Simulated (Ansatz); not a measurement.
`BC(C)(F)[SiH3]` + `[AlH2][SH]` → `[AlH2][S][SiH3]` + `BC(C)F` at 298.15 K and 1 bar (ligand exchange at the Si–C bond).

Gas-phase electronic energies from Ansatz, PBE0-D4/def2-TZVP geometries. CCSD(T)/CBS adds triple-zeta CCSD(T) − MP2 to the extrapolated MP2 energy (def2 sets, frozen cores). This one scheme is used for every species.

```
          species  CCSD(T)/CBS energy (Eh)  H − E (kJ/mol)  S (J/(mol·K))
 `BC(C)(F)[SiH3]`               -494.54641           265.6          346.8
     `[AlH2][SH]`               -641.61836            72.6          268.0
`[AlH2][S][SiH3]`               -931.92152           126.0          331.0
         `BC(C)F`               -204.26990           220.5          299.5
```

H − E and S are ideal-gas, rigid-rotor, harmonic terms from PBE0-D4/def2-TZVP, for one conformer and one mirror image of each species. 1 Eh = 2625.50 kJ/mol, R = 8.31446 J/(mol·K).

Question: By hand: ΔE, ΔH, ΔS and ΔG.

Answer: ΔE = (-931.92152) + (-204.26990) − (-494.54641) − (-641.61836) = -0.02665 Eh = -70.0 kJ/mol. Δ(H − E) = 126.0 + 220.5 − 265.6 − 72.6 = 8.3, so ΔH = -61.7 kJ/mol. ΔS = 331.0 + 299.5 − 346.8 − 268.0 = 15.7 J/(mol·K). ΔG = -61.7 − 298.15 × (15.7)/1000 = -66.4 kJ/mol.

Question: By hand: the equilibrium constant, and the temperature at which ΔG would vanish if ΔH and ΔS stayed fixed.

Answer: log₁₀ K = −ΔG/(RT ln 10) = 11.6. ΔH and −TΔS have one sign here, so there is no such temperature.

ΔH outweighs TΔS. A doubt of 5 kJ/mol in ΔE shifts log₁₀ K by 0.9 here. Other conformers and mirror images would add mixing entropy, several J/(mol·K) or more a flexible species. These are equilibria of isolated gas molecules and say nothing of rates. Largest T1 diagnostic: 0.013 (customary marks: 0.02 for closed shells, 0.045 for open ones).
